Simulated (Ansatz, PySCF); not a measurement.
## Lu(NH2)3 in two programs

Lu(NH2)3 (singlet in the valence; each metal's 4f electrons, 14 of them, lie in its core potential, out of spins and levels), relaxed with PySCF 2.14.0, RKS PBE0, Lu lcecp-1-SVP with ECP60, N def2-SVP, H def2-SVP; non-relativistic Hamiltonian with scalar-relativistic core potentials where named; density fitting; no spin-orbit coupling:

```xyz
10

Lu   -0.0053    0.0107   -0.0356
N     2.1122    0.0073   -0.2157
H     2.7470    0.8055   -0.1955
H     2.7124   -0.8118   -0.3120
N    -1.0582    1.8384    0.2228
H    -2.0631    1.9570    0.3517
H    -0.6710    2.7820    0.2446
N    -1.0573   -1.8359   -0.0272
H    -2.0630   -1.9827    0.0614
H    -0.6537   -2.7704   -0.0946
```

There the HOMO–LUMO gap is 5.13 eV. The 4f levels lie in the core potential and are missing.

The same geometry by Ansatz 0.2.0 (PBE, PAW with the 4f shell of lanthanides and the 5f shell of actinides in the valence, a periodic box with 9 Å of vacuum):

```
spin-orbit coupling  gap (eV)  largest force component (eV/Å)
            without      3.04                            0.20
```

Question: What does the run with spin-orbit coupling give?

Answer: gap (eV): 3.04, largest force component (eV/Å): 0.23. It took 20 s on 2 threads of Intel(R) Xeon(R) 6975P-C (Granite Rapids) (shared host), peak memory 2.6 GiB.

The spin-orbit runs use fully relativistic datasets of their own, so changes of a few hundredths of an eV needn't come from the coupling.

An lcecp potential fixes the number of 4f electrons, so in runs with it no electron can move into or out of that shell.

The two programs differ in functional, so their gaps don't test each other.
